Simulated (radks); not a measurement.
Question: These are the eigenvalues of the occupied orbitals of an atom or ion with whole-number occupations (hartree). Method: Dirac Kohn-Sham, relativistic LDA (MacDonald-Vosko exchange, VWN5 correlation), spin-unpolarised, spherical densities, finite nucleus; Fermi nuclear charge, rms radius of each element as measured or else 0.836 A^(1/3) + 0.57 fm; computed with a radial shooting solver on a logarithmic mesh with Libxc functionals.

| orbital | eigenvalue |
|---|---|
| 1s1/2 | -1621.562 |
| 2s1/2 | -293.7643 |
| 2p1/2 | -280.4447 |
| 2p3/2 | -261.4641 |
| 3s1/2 | -90.97426 |
| 3p1/2 | -85.27766 |
| 3p3/2 | -81.35024 |
| 3d3/2 | -71.48245 |
| 3d5/2 | -70.61377 |
| 4s1/2 | -41.76976 |
| 4p1/2 | -39.45101 |

Which element is it, and in what charge state? The configuration may be excited. Open shells, if any, fill j = l - 1/2 first.

Answer: Z = 60, neodymium, charge +29: Nd29+ in [Ar] 3d10 4s2 4p1. The list shows which subshells hold electrons but not how many an open one holds; the 1s level, -1621.6 hartree, gives Z - s = 56.9 by -(Z - s)^2/2, which with screening and relativity narrows Z to a few neighbours, and the depths of the outer levels then fix element, charge and occupations together.
